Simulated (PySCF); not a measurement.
Species: ZnI₄ (charge -2 and singlet state).
Geometry (PBE0-D3(BJ)/def2-SVP, Å), atoms numbered from 1 in this order:
```
atom  x, y, z in Å
I1    -1.1163   -2.1896   -1.1179
Zn2    0.0007   -0.0066   -0.0062
I3     2.6068    0.0876   -0.6728
I4    -0.2265   -0.1330    2.6724
I5    -1.2312    2.2077   -0.9134
```

Computed with PBE0-D3(BJ)/def2-SVP geometry optimisation, gas phase, def2 core potentials past Kr (PySCF 2.14.0).

Masses are those of the commonest isotopes; rigid-rotor values at the optimised geometry. 

(1) Give the principal moments of inertia and the rotational constants in MHz.

(2) Classify the top.

Results:

(1) Ia = 2446.20, Ib = 2450.11, Ic = 2459.19 u·Å²; 505379 MHz·u·Å²/I gives A = 206.6, B = 206.3, C = 205.5 MHz.

(2) A spherical top, as the point group Td requires three equal moments; the computed ones differ by 0.53 % because the geometry is symmetric only within the optimiser's tolerance.

The point group Td allows no dipole (computed: 0.02 D (about the centre of mass, as the species is charged)), so a rigid rotor has no electric-dipole lines.

Not checked by PBE0-D3(BJ)/def2-SVP frequencies. Whether so highly charged an anion holds all its electrons in the gas phase wasn't checked; a finite basis holds them in any case. No counter-ion or solvent screens the charge of this multiply charged ion. The geometry's basis has no diffuse functions, a weakness for an anion. No vibrational averaging or centrifugal distortion is included, and the geometry carries the error of its method.
